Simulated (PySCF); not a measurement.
Structure elucidation problem

An unknown has the formula C$_{6}$H$_{7}$F$_{3}$Si. Its calculated NMR data are:

1H NMR (600 MHz, computed): δ 5.42 (m, 1H), 2.65 (m, 1H), 2.59 (m, 1H), 2.58 (d, 1H), 2.04 (m, 1H), 1.71 (m, 1H), 1.18 (m, 1H).

13C{1H} NMR (computed): δ 139.7 (C), 104.6 (CH), 85.4 (C), 37.8 (CH), 26.5 (CH2), 14.8 (CH2).

Level of theory: shieldings: GIAO PBE/pcSseg-1, geometry: PBE0-D3(BJ)/def2-SVP, in PySCF 2.14 (non-relativistic Hamiltonian, gas phase, one conformer, fast rotation and ring inversion assumed for equivalent nuclei).

δ = σ(ref) − σ, references computed at the same level: 1H, 13C vs TMS.

Which of these isomers gave the spectra?
A. FC(F)(F)C#CC1C[SiH2]C1
B. FC(F)=C(F)/C=C\[C@@H]1C[SiH2]1
C. FC(F)=C(F)/C=C/[C@@H]1C[SiH2]1
D. FC(F)(F)CC1=CC=C[SiH2]1
E. C#C[Si@@H]1CC[C@H]1C(F)(F)F
F. CC1=C(C(F)(F)F)C=C[SiH2]1

## Answers

E. 

- The formula gives 3 degrees of unsaturation (1 ring in the answer).
- 6 carbon signals for 6 carbons: no two carbons are equivalent.
- Carbon types of the structure: 2 × C, 2 × CH, 2 × CH2, leaving 1 H on heteroatoms.
- δC 139.7: CF3 carbon; 3 electronegative neighbours deshield it.
- δC 104.6: terminal alkyne carbon; the triple bond shields along its axis, which puts it between sp3 and sp2 carbons.
- δC 85.4: alkyne carbon; the triple bond shields along its axis, which puts it between sp3 and sp2 carbons.
- δC 26.5: sp3 CH2 in a ring; a saturated carbon with 2 carbon neighbours and no heteroatom attached.
- δH 2.58: hydrogen on a terminal alkyne carbon; it lies on the axis of the triple bond, in its shielding cone.

The others: FC(F)(F)C#CC1C[SiH2]C1 would give 5 carbon signals, not 6; FC(F)=C(F)/C=C\[C@@H]1C[SiH2]1 has carbons computed at 162.1, 138.7, 137.8, 112.1, 16.5, 4.4, with a different DEPT pattern; CC1=C(C(F)(F)F)C=C[SiH2]1 would give 4 signals for carbon-bound and other non-exchanging H, not 7; FC(F)(F)CC1=CC=C[SiH2]1 would give 5 signals for carbon-bound and other non-exchanging H, not 7; FC(F)=C(F)/C=C/[C@@H]1C[SiH2]1 has carbons computed at 161.2, 136.2, 134.9, 114.7, 20.1, 3.0, with a different DEPT pattern.

Splittings by 19F in the carbon and heteronuclear signals aren't shown, as no couplings were computed. Shifts are as computed. Against solution values, carbons near 30 ppm lie about +2 ppm off and those near 130 ppm about +2 ppm. Of 1211 compounds with measured shifts, 218 miss one by over three times the rms of a fit or turn the order of signals round; such compounds aren't used in these exercises. No couplings were computed; multiplicities are counted from neighbouring protons, with m where these are inequivalent, close in shift, in a saturated or five-membered ring or joined by F or P, and br s for small geminal =CH2 splittings.
